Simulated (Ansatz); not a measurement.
`BN([SiH3])[SiH3]` + `[SiH3][CH2][InH2]` → `BC[SiH3]` + `[SiH3][N]([SiH3])[InH2]`  (redistribution)

Calculated with Ansatz (gas phase, PBE0-D4/def2-TZVP geometries, no zero-point term in ΔE). CCSD(T)/CBS adds triple-zeta CCSD(T) − MP2 to the extrapolated MP2 energy (def2 sets, frozen cores). Functionals use def2-TZVPP. HSE06 is defined as in plane-wave codes. def2 core potentials past Kr. For In outer-core shells are correlated without core-valence functions, which leaves a few kJ/mol of doubt a bond.

```tsv
level	ΔE (kcal/mol)	difference from CCSD(T)/CBS
PBE-D4	12.8	0.7
BLYP-D4	13.0	0.9
B97M-V	11.4	-0.7
r2SCAN0-D4	13.0	0.9
HSE06-D4	13.3	1.2
B2PLYP	13.4	1.3
r2SCAN	12.3	0.2
BHLYP	14.2	2.1
HF/def2-TZVPP	14.2	2.1
SCS-MP2/def2-QZVPP	12.5	0.4
CCSD(T)/CBS	12.1	0
```

Largest T1 diagnostic among the species: 0.015.

From r2SCAN to r2SCAN0 (25 % exact exchange), in def2-TZVPP and without D4, ΔE moves by +0.7 kcal/mol. Leaving LDA and LC-ωPBE aside and taking each functional with its dispersion term where it has one, the values, not all of them listed here, spread over 2.4 kcal/mol, from B97M-V to CAM-B3LYP-D4. In def2-TZVPP, CCSD(T) changes the Hartree–Fock value by −1.0 kcal/mol (the triples alone add −0.3 kcal/mol) and MP2 by −1.2 kcal/mol.
